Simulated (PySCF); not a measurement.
Species: C₆H₄BrF.
SMILES with atom numbers: `[F:1][c:2]1[cH:3][cH:4][c:5]([Br:6])[cH:7][cH:8]1` (hydrogens: H9 on C3; H10 on C4; H11 on C7; H12 on C8)

Theory: PBE0-D3(BJ)/def2-SVP geometry optimisation, gas phase (PySCF 2.14.0).

(1) Give the optimised bond lengths and angles.

Results:

(1) 
| bond | length (Å) |
| --- | --- |
| F1–C2 | 1.330 |
| C2–C3, C2–C8 | 1.390 |
| C3–C4, C7–C8 | 1.393 |
| C4–C5, C5–C7 | 1.395 |
| C5–Br6 | 1.886 |
| C3–H9, C8–H12 | 1.091 |
| C4–H10, C7–H11 | 1.091 |

Bonds in one row agree within 0.01 Å and their mean is given. A selection of angles:
| angle | degrees |
| --- | --- |
| F1–C2–C3 | 119.2 |
| C3–C2–C8 | 121.5 |
| C2–C3–C4 | 119.3 |
| C2–C3–H9 | 119.4 |
| C4–C3–H9 | 121.3 |
| C3–C4–C5 | 119.6 |
| C3–C4–H10 | 120.3 |
| C5–C4–H10 | 120.1 |
| C4–C5–Br6 | 119.6 |
| C4–C5–C7 | 120.8 |

The 6-membered ring C2–C3–C4–C5–C7–C8 has internal angles of 119.2° to 121.5° (sum 720°, against 720° for a flat polygon); it is planar, 0.00 Å rms from its mean plane, widest ring torsion 0°. The 8 heavy atoms lie in one plane (0.002 Å rms).

Point group: C2v (every atom within 0.08 Å of its image). No frequency check.
